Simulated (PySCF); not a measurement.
**Computed properties of C4H3F3O, SMILES FC1(CC=C(F)O1)F**

C₄H₃F₃O, SMILES C1CC(OC=1F)(F)F. The structure is a stationary point at PBE0-D3(BJ)/def2-SVP. This is a generated structure with no PubChem entry under its InChIKey; it may be hypothetical. One conformer was computed; it need not be the lowest. All values are computed for the isolated molecule unless a solvent is named; none is compared with measurement here.

**Structure.** The optimised structure has Cs symmetry. All 27 harmonic modes at PBE0-D3(BJ)/def2-SVP (PySCF) are real, so it is a minimum. With heavy atoms numbered as in [F:1][C:2]1=[CH:3][CH2:4][C:5]([F:6])([F:7])[O:8]1, the shortest bond between them is F1–C2 at 1.300 Å and the longest C4–C5 at 1.534 Å.

**Vibrations.** The strongest infrared lines (harmonic, unscaled, degenerate partners summed) lie at 1370 cm⁻¹ (308 km/mol, C 68 %, H 19 %, O 8 %), 1820 cm⁻¹ (264 km/mol, C 93 %), 1147 cm⁻¹ (239 km/mol, C 72 %, O 17 %, H 9 %). The softest mode is at 43 cm⁻¹ and the zero-point energy is 44.1 kcal/mol.

**Electronic structure.** ωB97X/def2-TZVP (PySCF) places the frontier levels at -9.54 and 2.82 eV, a gap of 12.36 eV, and gives a dipole moment of 2.62 D. PBE/def2-TZVP (PySCF) at the same geometry gives -5.89 and -0.47 eV, so its gap is 6.94 eV narrower. An orbital gap is neither the optical nor the fundamental gap.

**Excitations.** TDA-M06-2X/def2-SVPD (PySCF) has S1 at 6.71 eV (185 nm, f = 0.013, weak); the most intense of the 10 singlets computed lies at 7.72 eV (f = 0.34). T1 (TDA) is at 4.78 eV, 1.93 eV under S1. TDA-PBE/def2-SVPD (PySCF) puts S1 at 6.02 eV. No vertical singlet excitation falls in the visible range (under 3.1 eV).

**NMR.** GIAO shifts at KT2/pcSseg-1 (PySCF) (non-relativistic, atoms alike by connectivity averaged): ¹³C from 43.1 to 159.0 ppm against TMS; ¹H from 3.4 to 4.2 ppm against TMS; ¹⁹F from -143.4 to -103.7 ppm against CFCl3.

**Solvation.** SMD-M06-2X/def2-SVP (PySCF) gives -0.2 kcal/mol in water, -3.5 kcal/mol in acetonitrile, -3.1 kcal/mol in ethanol (1 M in both phases, gas-phase geometry); of these solvents acetonitrile holds the molecule best.
